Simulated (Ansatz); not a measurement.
Energy needed to pull apart COSeSi, closed shell, into free ground-state atoms, from the structure below (displaced at random from a GFN2-xTB minimum); no zero-point or spin–orbit terms; open-shell atoms are treated unrestricted, in their ground-state multiplicity.

```xyz
4
angstrom
C -0.7705 0.9491 -0.4944
Se 0.5235 0.8479 0.7478
O 0.5775 -0.9710 0.6671
Si -0.2530 -0.8952 -0.9423
```

Computed with Ansatz 0.2.0 (basis: def2-TZVPP); correlated methods freeze the cores. Filled d shells of the heavier atoms are correlated. The def2 sets are not built for correlating such inner shells, so the correlated values are less sure here.

```
   method  atomization energy (kcal/mol)
   PBE-D4                          327.0
revPBE-D4                          312.3
  BLYP-D4                              ?
r2SCAN-D4                          302.4
  PBE0-D4                              ?
  wB97M-V                          300.7
       HF                          136.4
      MP2                          302.5
     CCSD                          268.8
  CCSD(T)                          286.6
```

(1) What does PBE0-D4 give? (Judge from chemistry; the value comes from the calculation.)

(2) What does BLYP-D4 give? (Judge from chemistry; the value comes from the calculation.)

T1 diagnostic: at most 0.030. The T1 diagnostic is large here, which may signal multireference character or strong orbital relaxation, so CCSD(T) is less sure. The restricted Hartree–Fock reference is unstable towards an unrestricted one here.

## Answers

(1) Computed: 300.1 kcal/mol, which is about 13.5 kcal/mol more than CCSD(T)/def2-TZVPP.

(2) By the calculation: 311.1 kcal/mol, which is about 24.5 kcal/mol more than CCSD(T)/def2-TZVPP.

In triple zeta the MP2 and coupled-cluster atomization energies are still short of their basis limit by a few kcal/mol a bond, whereas those of the functionals are nearly converged, so these differences are not deviations from converged CCSD(T).

For scale, one of the runs: CCSD(T)/def2-TZVPP forces, 152 basis functions (an equivalent command: `ansatz run in.yaml --threads 4`). The run took 2.1 min on 4 CPU threads (shared host), with 1.8 GiB of host memory at its peak.
